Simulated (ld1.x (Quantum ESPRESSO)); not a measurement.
**Building the PAW potential for Ni (Z = 28) (PBEsol, scalar-relativistic).**

Input for ld1.x (Quantum ESPRESSO) 7.5:

```
&input
   title='Ni', zed=28., rel=1, dft='PBESOL', iswitch=3,
   config='[Ar] 3d8 4s1.75 4p0.25',
   nld=3, rlderiv=2.50, eminld=-7.0, emaxld=5.0, deld=0.02
 /
 &inputp
   pseudotype=3, lpaw=.true., tm=.true., lloc=-1, rcloc=1.90,
   nlcc=.true., new_core_ps=.true.,
   which_augfun='BESSEL', rmatch_augfun=0.70,
   file_pseudopw='Ni.UPF', file_wfcaegen='ae.wfc', file_wfcncgen='nc.wfc', file_beta='beta', file_chi='chi', file_wfcusgen='us.wfc'
 /
6
4S  1  0   1.75   0.00  1.70  2.30  0.0
4S  1  0   0.00   0.10  1.70  2.30  0.0
3P  2  1   6.00   0.00  1.10  1.15  0.0
4P  3  1   0.25   0.00  1.10  1.15  0.0
3D  3  2   8.00   0.00  0.80  1.05  0.0
3D  3  2   0.00   0.20  0.80  1.05  0.0
 &test
   configts(1)='3p6 3d8 4s1.75 4p0.25'
 /
```

Command:

```bash
ld1.x < Ni.in > Ni.out
```

Resulting log (shortened: banner, matrices, multipoles, cross overlaps and the repeated all-electron block are left out):

```
Program LD1 v.7.5
     --------------------------- All-electron run ----------------------------

     Ni
     scalar relativistic calculation

     atomic number is 28.00
     dft =PBESOL   lsd =0 sic =0 latt =0  beta=0.20 tr2=1.0E-14
     Exchange-correlation= PBESOL
                           (   1   4  10   8   0   0   0)
     mesh =1195 r(mesh) =  98.77016 a.u. xmin = -7.00 dx = 0.01250
     1 Ry =  13.60569312 eV, c = 137.03599908

     n l     nl                  e(Ry)          e(Ha)          e(eV)
     1 0     1S 1( 2.00)      -603.0474      -301.5237     -8204.8784
     2 0     2S 1( 2.00)       -72.1292       -36.0646      -981.3674
     2 1     2P 1( 6.00)       -62.0826       -31.0413      -844.6774
     3 0     3S 1( 2.00)        -8.1812        -4.0906      -111.3110
     3 1     3P 1( 6.00)        -5.2765        -2.6382       -71.7899
     3 2     3D 1( 8.00)        -0.6926        -0.3463        -9.4227
     4 0     4S 1( 1.75)        -0.4415        -0.2208        -6.0070
     4 1     4P 1( 0.25)        -0.1070        -0.0535        -1.4556

     final scf error:  3.3E-15 reached in  31 iterations

     Etot =   -3038.390406 Ry,   -1519.195203 Ha,  -41339.407457 eV

     Ekin =    3080.252162 Ry,    1540.126081 Ha,   41908.965662 eV
     Encl =   -7294.454588 Ry,   -3647.227294 Ha,  -99246.110624 eV
     Eh   =    1299.580207 Ry,     649.790104 Ha,   17681.689488 eV
     Exc  =    -123.768188 Ry,     -61.884094 Ha,   -1683.951984 eV

     normalization and overlap integrals

     s(1S/1S) =  1.000000  <r> =   0.0541  <r2> =    0.0039  r(max) =   0.0353
     s(2S/2S) =  1.000000  <r> =   0.2451  <r2> =    0.0709  r(max) =   0.2055
     s(2P/2P) =  1.000000  <r> =   0.2154  <r2> =    0.0570  r(max) =   0.1641
     s(3S/3S) =  1.000000  <r> =   0.7407  <r2> =    0.6340  r(max) =   0.6410
     s(3P/3P) =  1.000000  <r> =   0.7790  <r2> =    0.7171  r(max) =   0.6491
     s(3D/3D) =  1.000000  <r> =   1.0084  <r2> =    1.3780  r(max) =   0.6252
     s(4S/4S) =  1.000000  <r> =   2.7726  <r2> =    8.9840  r(max) =   2.2096
     s(4P/4P) =  1.000000  <r> =   4.2637  <r2> =   22.2581  r(max) =   3.0966

     ------------------------ End of All-electron run ------------------------

     --------------------- Generating PAW atomic setup --------------------

      Generating local potential from pseudized AE potential:
      Matching radius rcloc =   1.9000

      Local pseudo, rcloc= 1.902 Estimated cut-off energy=     6.77 Ry

      Computing core charge for nlcc:

       r > 0.35 : true rho core
      Core charge pseudized with two Bessel functions
      Integrated core pseudo-charge :   9.16
      Wfc-us  4S rcutus= 2.323  Estimated cut-off energy=     8.34 Ry
      Wfc-us  4S rcutus= 2.323  Estimated cut-off energy=     9.32 Ry
      Wfc-us  3P rcutus= 1.153  Estimated cut-off energy=    62.24 Ry
      Wfc-us  4P rcutus= 1.153  Estimated cut-off energy=   110.88 Ry
      Wfc-us  3D rcutus= 1.044  Estimated cut-off energy=   104.97 Ry
      Wfc-us  3D rcutus= 1.044  Estimated cut-off energy=   109.38 Ry

     Required augmentation: BESSEL   radius:    0.700000
     Suggested rho cutoff for augmentation: 197.83 Ry

     Estimated PAW energy = -345.853765 Ryd

     ------------------- End of pseudopotential generation -------------------

     Computing logarithmic derivative in   2.48821
     Computing logarithmic derivative in   2.48821
     Computing the partial wave expansion
     R is outside the sphere for l=    0 j= 0.00
     R is outside the sphere for l=    0 j= 0.00
     R is outside the sphere for l=    1 j= 0.00
     R is outside the sphere for l=    1 j= 0.00
     R is outside the sphere for l=    2 j= 0.00
     R is outside the sphere for l=    2 j= 0.00

     ---------------------- Testing the pseudopotential ----------------------

     Ni
     scalar relativistic calculation

     atomic number is 28.00   valence charge is 16.00
     dft = SLA  PW   PSX  PSC   lsd =0 sic =0 latt =0  beta=0.20 tr2=1.0E-14
     mesh =1195 r(mesh) =  98.77016 xmin = -7.00 dx = 0.01250

     n l     nl             e AE (Ry)        e PS (Ry)    De AE-PS (Ry)
     2 1     3P   1( 6.00)       -5.27646       -5.27646        0.00000
     3 2     3D   1( 8.00)       -0.69256       -0.69256        0.00000
     1 0     4S   1( 1.75)       -0.44151       -0.44151        0.00000
     3 1     4P   1( 0.25)       -0.10698       -0.10698       -0.00000

     eps = 6.6E-15  iter =  4

     Etot =   -3038.390406 Ry,   -1519.195203 Ha,  -41339.407457 eV
     Etotps =  -345.853771 Ry,    -172.926886 Ha,   -4705.580280 eV

     Ekin =     316.625208 Ry,     158.312604 Ha,    4307.905421 eV
     Encl =    -763.892598 Ry,    -381.946299 Ha,  -10393.288265 eV
     Ehrt =     225.181808 Ry,     112.590904 Ha,    3063.754581 eV
     Ecxc =    -123.768190 Ry,     -61.884095 Ha,   -1683.952018 eV
     (Ecc =     -42.692897 Ry,     -21.346449 Ha,    -580.866461 eV)

     ---------------------- End of pseudopotential test ----------------------
```

Generation and configuration tests took about 2.2 s on one core of a shared server CPU.

Transferability test of the new file with ld1.x, input:

```
&input
   title='Ni', zed=28., rel=1, dft='PBESOL', iswitch=2,
   config='[Ar] 3d8 4s1.75 4p0.25'
 /
 &test
   file_pseudo='Ni.UPF', nconf=8,
   configts(1)='3p6 3d8 4s1.75 4p0.25',
   configts(2)='3p6 3d8 4s2 4p0',
   configts(3)='3p6 3d8 4s1 4p0',
   configts(4)='3p6 3d8 4s0 4p0',
   configts(5)='3p6 3d8 4s1 4p1',
   configts(6)='3p6 3d7 4s2 4p0',
   configts(7)='3p6 3d8 4s0 4p1',
   configts(8)='3p5 3d8 4s2 4p0'
 /
```

```bash
ld1.x < Ni.test.in > Ni.test.out
```

Pseudopotential blocks of its output, shortened (energy terms left out):

```
     ---------------------- Testing the pseudopotential ----------------------

     n l     nl             e AE (Ry)        e PS (Ry)    De AE-PS (Ry)
     2 1     3P   1( 6.00)       -5.27646       -5.27646        0.00000
     3 2     3D   1( 8.00)       -0.69256       -0.69256        0.00000
     1 0     4S   1( 1.75)       -0.44151       -0.44151        0.00000
     3 1     4P   1( 0.25)       -0.10698       -0.10698       -0.00000

     eps = 6.6E-15  iter =  4

     Etot =   -3038.390406 Ry,   -1519.195203 Ha,  -41339.407457 eV
     Etotps =  -345.853771 Ry,    -172.926886 Ha,   -4705.580280 eV

     ---------------------- End of pseudopotential test ----------------------

          ---------------------- Testing the pseudopotential ----------------------

     n l     nl             e AE (Ry)        e PS (Ry)    De AE-PS (Ry)
     2 1     3P   1( 6.00)       -5.23711       -5.23671       -0.00039
     3 2     3D   1( 8.00)       -0.65417       -0.65383       -0.00034
     1 0     4S   1( 2.00)       -0.41616       -0.41630        0.00014
     3 1     4P   1( 0.00)       -0.08762       -0.08757       -0.00006

     eps = 4.8E-15  iter = 11

     Etot =   -3038.473244 Ry,   -1519.236622 Ha,  -41340.534517 eV
     Etotps =  -345.936630 Ry,    -172.968315 Ha,   -4706.707623 eV
     dEtot_ae =      -0.082837 Ry
     dEtot_ps =      -0.082858 Ry,   Delta E=       0.000021 Ry

     ---------------------- End of pseudopotential test ----------------------

          ---------------------- Testing the pseudopotential ----------------------

     n l     nl             e AE (Ry)        e PS (Ry)    De AE-PS (Ry)
     2 1     3P   1( 6.00)       -5.90798       -5.90851        0.00054
     3 2     3D   1( 8.00)       -1.31961       -1.32007        0.00046
     1 0     4S   1( 1.00)       -0.96845       -0.96789       -0.00055
     3 1     4P   1( 0.00)       -0.55314       -0.55319        0.00005

     eps = 5.9E-16  iter = 14

     Etot =   -3037.787020 Ry,   -1518.893510 Ha,  -41331.197968 eV
     Etotps =  -345.250497 Ry,    -172.625248 Ha,   -4697.372307 eV
     dEtot_ae =       0.603386 Ry
     dEtot_ps =       0.603275 Ry,   Delta E=       0.000111 Ry

     ---------------------- End of pseudopotential test ----------------------

          ---------------------- Testing the pseudopotential ----------------------

     n l     nl             e AE (Ry)        e PS (Ry)    De AE-PS (Ry)
     2 1     3P   1( 6.00)       -6.68239       -6.68291        0.00052
     3 2     3D   1( 8.00)       -2.08291       -2.08323        0.00032
     1 0     4S   1( 0.00)       -1.57641       -1.57474       -0.00167
     3 1     4P   1( 0.00)       -1.08772       -1.08752       -0.00020

     eps = 5.3E-17  iter = 11

     Etot =   -3036.518386 Ry,   -1518.259193 Ha,  -41313.937317 eV
     Etotps =  -343.982860 Ry,    -171.991430 Ha,   -4680.125226 eV
     dEtot_ae =       1.872021 Ry
     dEtot_ps =       1.870912 Ry,   Delta E=       0.001109 Ry

     ---------------------- End of pseudopotential test ----------------------

          ---------------------- Testing the pseudopotential ----------------------

     n l     nl             e AE (Ry)        e PS (Ry)    De AE-PS (Ry)
     2 1     3P   1( 6.00)       -5.38274       -5.38343        0.00070
     3 2     3D   1( 8.00)       -0.79571       -0.79629        0.00059
     1 0     4S   1( 1.00)       -0.50666       -0.50614       -0.00052
     3 1     4P   1( 1.00)       -0.15516       -0.15520        0.00004

     eps = 6.6E-15  iter = 15

     Etot =   -3038.132919 Ry,   -1519.066460 Ha,  -41335.904168 eV
     Etotps =  -345.596478 Ry,    -172.798239 Ha,   -4702.079623 eV
     dEtot_ae =       0.257487 Ry
     dEtot_ps =       0.257294 Ry,   Delta E=       0.000193 Ry

     ---------------------- End of pseudopotential test ----------------------

          ---------------------- Testing the pseudopotential ----------------------

     n l     nl             e AE (Ry)        e PS (Ry)    De AE-PS (Ry)
     2 1     3P   1( 6.00)       -6.40837       -6.39749       -0.01088  !
     3 2     3D   1( 7.00)       -1.76634       -1.75598       -0.01036  !
     1 0     4S   1( 2.00)       -1.10409       -1.10890        0.00481
     3 1     4P   1( 0.00)       -0.64347       -0.64121       -0.00226

     eps = 1.6E-15  iter = 15

     Etot =   -3037.286252 Ry,   -1518.643126 Ha,  -41324.384667 eV
     Etotps =  -344.752956 Ry,    -172.376478 Ha,   -4690.602929 eV
     dEtot_ae =       1.104155 Ry
     dEtot_ps =       1.100815 Ry,   Delta E=       0.003340 Ry

     ---------------------- End of pseudopotential test ----------------------

          ---------------------- Testing the pseudopotential ----------------------

     n l     nl             e AE (Ry)        e PS (Ry)    De AE-PS (Ry)
     2 1     3P   1( 6.00)       -6.02985       -6.03052        0.00067
     3 2     3D   1( 8.00)       -1.43640       -1.43685        0.00046
     1 0     4S   1( 0.00)       -1.04082       -1.03951       -0.00130
     3 1     4P   1( 1.00)       -0.61650       -0.61640       -0.00011

     eps = 5.2E-15  iter = 15

     Etot =   -3037.367138 Ry,   -1518.683569 Ha,  -41325.485179 eV
     Etotps =  -344.831553 Ry,    -172.415776 Ha,   -4691.672284 eV
     dEtot_ae =       1.023269 Ry
     dEtot_ps =       1.022219 Ry,   Delta E=       0.001050 Ry

     ---------------------- End of pseudopotential test ----------------------

          ---------------------- Testing the pseudopotential ----------------------

     n l     nl             e AE (Ry)        e PS (Ry)    De AE-PS (Ry)
     2 1     3P   1( 5.00)       -6.48317       -6.47201       -0.01116  !
     3 2     3D   1( 8.00)       -1.82450       -1.81282       -0.01169  !
     1 0     4S   1( 2.00)       -1.11166       -1.11742        0.00576  !
     3 1     4P   1( 0.00)       -0.64662       -0.64386       -0.00275

     eps = 7.5E-15  iter = 20

     Etot =   -3032.637809 Ry,   -1516.318905 Ha,  -41261.139389 eV
     Etotps =  -340.102536 Ry,    -170.051268 Ha,   -4627.330741 eV
     dEtot_ae =       5.752597 Ry
     dEtot_ps =       5.751235 Ry,   Delta E=       0.001362 Ry

     ---------------------- End of pseudopotential test ----------------------
```
